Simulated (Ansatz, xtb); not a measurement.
System: SeF$_{3}$, net charge -1, singlet state. 
Structure (B3LYP-D3(BJ)/def2-TZVP (Ansatz, a program for electronic structure) minimum search):
```
Se
F 1 1.7928
F 1 1.9430 2 87.04
F 1 1.9430 2 87.04 3 -180.00
```
Charge -1, spin multiplicity 1.

Harmonic wavenumbers from GFN2-xTB (xtb, at its own minimum), cm⁻¹: 135, 167, 247, 399, 406, 472.

Question: Give the harmonic wavenumbers at B3LYP-D3(BJ)/def2-TZVP (Ansatz, finite differences of forces, unscaled).

Answer: 182, 217, 287, 424, 434, 605 cm⁻¹. Zero-point energy 3.1 kcal/mol.

Question: From these and the geometry, give the ideal-gas thermochemistry at 298.15 K and 1 atm (rigid rotor, harmonic oscillator).

Answer: Point group C2v, rotational symmetry number 2. Rotational constants 9.929, 3.532, 2.605 GHz. S(trans) 40.63, S(rot) 24.29, S(vib) 7.95, S(elec, spin only) 0.00, S 72.9 cal/(mol K). H(298) - H(0) 3.80 kcal/mol; G - E(el) -14.9 kcal/mol.
